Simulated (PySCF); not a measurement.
**Ions at one geometry of [Tl(OH)2]+**

PySCF 2.14.0, RKS PBE0, Tl def2-SVP with ECP60, O def2-SVP, H def2-SVP; non-relativistic Hamiltonian with scalar-relativistic core potentials where named; density fitting; no spin-orbit coupling; singlets restricted, open shells unrestricted. The geometry is relaxed for charge +1, singlet, vacuum:

```xyz
5

Tl    0.0000    0.0000    0.7118
O     1.9596    0.1476    0.9103
H     2.4253   -0.1595    0.1097
O    -1.9596   -0.1476    0.9103
H    -2.4253    0.1595    0.1097
```

Energies count from the relaxed state; an electron taken off or put on is at rest in vacuum. Charges and spins are Mulliken's.

```
                     state  energy (eV)  spin squared  charge on Tl1 (e)  spin on Tl1 (e)  dipole about the centre of mass (D)
charge +1, singlet, vacuum         0.00          0.00               1.14             0.00                                 2.94
 charge 0, doublet, vacuum        -6.91          0.76               0.55             0.41                                 2.04
```

Q: What does the state charge +2, doublet, vacuum give?

A: energy (eV) 17.54, spin squared 0.77, charge on Tl1 (e) 1.48, spin on Tl1 (e) -0.08, dipole about the centre of mass (D) 3.04.

With an electron taken off (doublet) the charges change, summed by element, by Tl +0.34 e, O +0.52 e, H +0.13 e. The vertical ionisation energy is 17.54 eV, against −ε(HOMO) = 15.10 eV of the relaxed state. The level lies 2.4 eV too high, as is usual for semilocal functionals and global hybrids, which keep a self-interaction error.

With an electron put on (doublet) the charges change, summed by element, by Tl -0.59 e, O -0.24 e, H -0.17 e. The vertical electron affinity is 6.91 eV, against −ε(LUMO) = 9.27 eV of the relaxed state.

Open shells may have lower solutions than those found.
